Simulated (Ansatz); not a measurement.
CH₅GeNZn, relaxed with RKS PBE0-D4/def2-TZVP in Ansatz 0.2.0 from a PBE-D4/def2-SVP geometry. The force threshold is 0.005 eV/Å; the program also tests the step.

The species carries charge 0 and has multiplicity 1. The bonds changed during the relaxation, so this is another structure than the one it started from.

Start:

```xyz
9

Ge    1.061    0.964   -0.383
C    -0.156   -0.531    0.081
N    -1.377   -0.447    0.456
Zn   -2.163   -3.003    0.834
H     2.314    0.930    0.530
H     1.508    0.839   -1.863
H     0.271    2.283   -0.170
H     0.254   -1.570    0.013
H    -1.711    0.535    0.503
```

Problem. How much energy does the relaxation release, and in how many steps? (Estimate.)

Solution. Computed: 5.17 kJ/mol, in 8 steps, 1 of them rejected.

Problem. Which bonds change most? (An estimate is asked.)

Solution. Computed: C2–H8 from 1.119 to 1.098 Å; N3–H9 from 1.038 to 1.022 Å; C2–N3 from 1.280 to 1.265 Å; Ge1–H6 from 1.551 to 1.536 Å.

Problem. Give the relaxed structure. (Best estimate.)

Solution. Computed: 
```xyz
9

Ge    1.072    0.981   -0.389
C    -0.151   -0.494    0.074
N    -1.353   -0.376    0.449
Zn   -2.271   -3.272    0.881
H     2.308    0.945    0.523
H     1.524    0.846   -1.851
H     0.293    2.290   -0.187
H     0.233   -1.519    0.004
H    -1.655    0.599    0.496
```
